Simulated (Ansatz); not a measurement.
CrNCl3. The state is a singlet with charge 0. Geometry PBE0-D4/def2-SVP; atoms count from 1.

```tsv
atom	x (Å)	y (Å)	z (Å)
Cr1	-0.0163	-0.0233	-0.0360
N2	-0.5397	-0.7713	-1.1941
Cl3	2.0554	0.1695	-0.3735
Cl4	-0.4704	-1.2001	1.6527
Cl5	-1.0290	1.8252	-0.0491
```

The restricted singlet is unstable towards broken spin symmetry at other levels; at PBE0-D4/def2-TZVP this wasn't settled. The geometry of the singlet was relaxed on an unsound state (restricted singlet, unstable towards broken spin symmetry at other levels and untested here).

(1) Estimate the Mulliken populations from the PBE0/def2-TZVP orbitals of Ansatz.

(2) And the Mayer bond orders between bonded heavy atoms (over 0.3)?

## Answers

(1) 
```
atom  charge (e)  d electrons
 Cr1        1.05         4.44
  N2       -0.36            –
 Cl3       -0.23            –
 Cl4       -0.23            –
 Cl5       -0.23            –
```
Mulliken values and Mayer orders depend strongly on the basis.

(2) Cr1–N2 2.71 (1.47 Å); Cr1–Cl3 1.06 (2.11 Å); Cr1–Cl4 1.06 (2.11 Å); Cr1–Cl5 1.06 (2.11 Å).
